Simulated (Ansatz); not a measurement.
Species: C2H3B, SMILES `BC#C` (charge 0, multiplicity 1).

**Question.** Give a relaxed geometry from B3LYP-D3(BJ)/def2-TZVP in Ansatz (an electronic-structure program).

**Answer.** the end point of this relaxation (outside a Z-matrix the atoms follow the SMILES, hydrogens last).
Cartesian coordinates (Å) in one orientation:
```xyz
6

B     -1.123     0.146    -0.346
C      0.364    -0.048    -0.354
C      1.564    -0.203    -0.363
H     -1.815    -0.548    -1.019
H     -1.608     0.994     0.333
H      2.619    -0.341    -0.371
```
